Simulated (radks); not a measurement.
The numbers below are computed, except where a source is named.
Q: The mean radii <r> (bohr) of the occupied orbitals of an atom or ion are listed with their occupations. Code: a radial shooting solver on a logarithmic mesh with Libxc functionals. Model: scalar-relativistic Kohn-Sham, LDA (Slater exchange, VWN5 correlation), spin-unpolarised, spherical densities, finite nucleus; Fermi nuclear charge, rms radius of each element as measured or else 0.836 A^(1/3) + 0.57 fm.

| orbital | occ. | <r> |
|---|---|---|
| 1s | 2 | 0.01805 |
| 2s | 2 | 0.07627 |
| 2p | 6 | 0.06836 |
| 3s | 2 | 0.1976 |
| 3p | 6 | 0.1980 |
| 3d | 10 | 0.1793 |
| 4s | 2 | 0.4409 |
| 4p | 6 | 0.4689 |
| 4d | 10 | 0.5002 |
| 5s | 2 | 1.035 |
| 5p | 6 | 1.207 |
| 4f | 14 | 0.5805 |
| 5d | 5 | 1.852 |
| 6s | 1 | 2.847 |

Name the element and its charge.

A: Z = 75, rhenium, charge +1: Re+ in [Xe] 4f14 5d5 6s1. The 1s radius gives Z: for a bare nucleus <r> = (2 gamma + 1)/(2Z) with gamma = sqrt(1 - (Z/c)^2), 0.01783 bohr for Z = 75, and screening makes it slightly larger (0.01805 here). The occupations add up to 74, and the charge is Z minus that.
